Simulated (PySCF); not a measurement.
Homolysis of `Fc1cc[se]c1` (C4H3FSe), bond by bond

System: `Fc1cc[se]c1` (C4H3FSe). Numbering: `[F:1][c:2]1[cH:3][cH:4][se:5][cH:6]1`

Level of theory: M06-2X/def2-TZVP single points in PySCF, grid level 3; every species was optimised with PBE0-D3(BJ)/def2-SVP. Zero-point and thermal terms (298.15 K, 1 bar) come from unscaled GFN2-xTB harmonic frequencies, with soft modes damped to free rotors in the entropy. These were taken at the GFN2-xTB minima.

```
 bond  r / Å            radicals  BDE(298 K) / kcal/mol  BDFE / kcal/mol  D₀ / kcal/mol  Dₑ / kcal/mol
 C3–H  1.091  Fc1[c]c[se]c1 + H•                  114.2            105.5          112.6          120.6
 C4–H  1.089  Fc1c[c][se]c1 + H•                  116.1            107.4          114.5          122.3
 C6–H  1.088  Fc1[c][se]cc1 + H•                  118.7            109.9          117.1          124.7
F1–C2  1.329   F• + [c]1cc[se]c1                  125.0            114.4          124.0          127.0
```

Homolysis to relaxed radicals in the gas phase; the table need not hold every single bond outside rings.

Lowest value: C3–H (114.2 kcal/mol); strongest: F1–C2 (125.0 kcal/mol).

Caveats: spin-orbit coupling is left out of the energies, which matters for open shells on the heavier atoms; atoms from Ga to Kr are treated without relativity; the order of C3–H and C4–H is undecided: the gaps lie inside the method's error (some 10 kJ/mol, one structure a species).

Hardware: 1 thread of Intel Xeon Platinum 8375C @ 2.90GHz, shared with other jobs. Command: `OMP_NUM_THREADS=1 python redox_run.py task.json out`. Structures, frequencies and single points: 8.3 min.
